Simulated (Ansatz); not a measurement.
Be5Se5. Charge 0, multiplicity 1. Geometry PBE-D4/def2-SVP; atoms count from 1.

Cartesian coordinates in Å:
```
Be 0.7819 1.9829 -0.7946
Be -0.9485 -0.5690 -1.1949
Be -0.2288 0.9800 1.1729
Be 1.1718 -1.0712 -0.3617
Be -0.7277 -1.4766 0.9616
Se 1.1298 -0.6780 1.7845
Se 0.8996 0.3505 -2.0781
Se -2.1606 0.1015 0.4914
Se 0.3779 3.0146 0.8550
Se -0.2954 -2.6347 -0.8362
```

The structure comes from a short search, and lower isomers may exist.

Question: Estimate the Mulliken populations from the PBE0/def2-TZVP orbitals of Ansatz.

Answer: 
| atom | charge (e) |
| --- | --- |
| Be1 | -0.09 |
| Be2 | 0.16 |
| Be3 | 0.30 |
| Be4 | 0.16 |
| Be5 | 0.05 |
| Se6 | -0.15 |
| Se7 | -0.07 |
| Se8 | -0.15 |
| Se9 | -0.11 |
| Se10 | -0.11 |
Mulliken values depend strongly on the basis.

Question: And the Mayer bond orders between heavy atoms (over 0.3)?

Answer: Be1–Se7 1.10 (2.08 Å); Be1–Se9 1.51 (1.99 Å); Be2–Se7 0.70 (2.25 Å); Be2–Se8 0.85 (2.18 Å); Be2–Se10 0.81 (2.20 Å); Be3–Se6 0.69 (2.23 Å); Be3–Se8 0.69 (2.23 Å); Be3–Se9 0.85 (2.15 Å); Be4–Se6 0.85 (2.18 Å); Be4–Se7 0.70 (2.25 Å); Be4–Se10 0.81 (2.20 Å); Be5–Se6 0.86 (2.18 Å); Be5–Se8 0.86 (2.18 Å); Be5–Se10 0.80 (2.18 Å).
